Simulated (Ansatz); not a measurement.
Ansatz (a quantum-chemistry and plane-wave program) input (CCSD(T)/def2-SVPD):

Ansatz 0.2 input:
```yaml
crystal:
  periodic: [false, false, false]
  atoms:
    - {symbol: Cu, position_ang: [-0.00000000, -0.00000000, -1.14569503]}
    - {symbol: Cu, position_ang: [0.00000000, 0.00000000, 1.14569503]}
basis:
  gaussian:
    orbitals: def2-SVPD
magnetization: {spin_polarized: false}
correlation: {method: ccsd_t, electrons: outside_noble_gas}
output: {forces: true}
```

End of the output:

```
cycle   9  -14.89612521 eV  change    1.1e-3 eV  update   1.1e-3
cycle  10  -14.89707215 eV  change   -9.5e-4 eV  update   5.3e-4
cycle  11  -14.89723659 eV  change   -1.6e-4 eV  update   2.8e-4
cycle  12  -14.89676224 eV  change    4.7e-4 eV  update   1.1e-4
cycle  13  -14.89675161 eV  change    1.1e-5 eV  update   5.5e-5
cycle  14  -14.89685912 eV  change   -1.1e-4 eV  update   2.4e-5
cycle  15  -14.89680309 eV  change    5.6e-5 eV  update   1.3e-5
cycle  16  -14.89680965 eV  change   -6.6e-6 eV  update   6.6e-6
cycle  17  -14.89681227 eV  change   -2.6e-6 eV  update   3.2e-6
perturbative correction -0.78283914 eV, -0.0287688076 hartree
the calculation of the forces begins
Total energy: -89198.27494960 eV, -3277.9761436355 hartree
Atom 0 at    -0.000000    -0.000000    -1.145695 Å, force     0.000000    -0.000000     0.105410 eV/Å
Atom 1 at     0.000000     0.000000     1.145695 Å, force    -0.000000     0.000000    -0.105410 eV/Å
Dipole moment:     0.000000     0.000000     0.000000 e Å
```
